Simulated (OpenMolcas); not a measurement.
## Re4+: moving or changing the point charges

Re4+ among 6 point charges of -1.7 e arranged as an octahedron (Oh), 1.78 Å from the ion.
```
   1.7800    0.0000    0.0000  -1.70
   0.0000    1.7800    0.0000  -1.70
  -1.7800    0.0000    0.0000  -1.70
   0.0000   -1.7800    0.0000  -1.70
   0.0000    0.0000    1.7800  -1.70
   0.0000    0.0000   -1.7800  -1.70
```

- Program: OpenMolcas
- Method: CASSCF
- Basis: ANO-RCC-VDZP [7s6p4d2f1g]
- Scalar Hamiltonian: DKH2, point nucleus
- Active space: 3 electrons in 5 orbitals (5d)
- State averaging: 2S+1 = 4 even, 10 roots; 2S+1 = 2 even, 40 roots
- Spin-orbit coupling: state interaction with AMFI integrals over the reference wave functions

Runs around this geometry, states (labels of O, the rotations of Oh). Energies in cm-1 above the lowest state or level, χT in cm3 K/mol; 10Dq and B are least-squares fits to the states below 45000 cm-1, weighted by degeneracy, with a free offset, and given where the rms deviation is under 5 % of |10Dq| (or 100 cm-1) and under 700 cm-1.

```
R (Å)  q (e)  Ground state  First state of that spin   10Dq  B (rms of fit)  First gap with spin-orbit (degeneracies)  χT at 300 K  First state of another spin
 1.78  -1.36           4A2                 4T2 15586  15839       807 (153)                              11445 (4, 4)        0.712                     2E 15252
 1.67   -1.7           4A2                 4T2 26095  26430       788 (162)                              13458 (4, 4)        1.125                     2E 14881
 1.78   -1.7           4A2                 4T2 19624  19889       826 (182)                              12643 (4, 4)        0.899                     2E 15133
```

Taking |10Dq| as R^-n, n = -ln(19889 / 26430) / ln(1.78 / 1.67) = 4.5 between the shortest and longest distance. The point-charge formula for a cubic d site gives n = 5.

Scaling the charges by -1.36 / -1.7 = 0.80 scales |10Dq| by 15839 / 19889 = 0.80; with fixed orbitals a first-order splitting would follow the charge.

Without dynamic correlation the repulsion within the d shell is too large (B by tens of per cent), so at a given field states of lower spin stand too high. This field is weak: 10Dq is about 15839 cm-1, while octahedral complexes of 5d ions of charge 3 and more, computed by the same method with explicit ligands, had a median near 35000 cm-1. Ground spin and moment need not be those of a real site (figures for R = 1.78, q = -1.36; the like holds for R = 1.78, q = -1.7). Point charges carry no covalency, so the field is a model and not that of real ligands. No measured value stands beside these numbers.
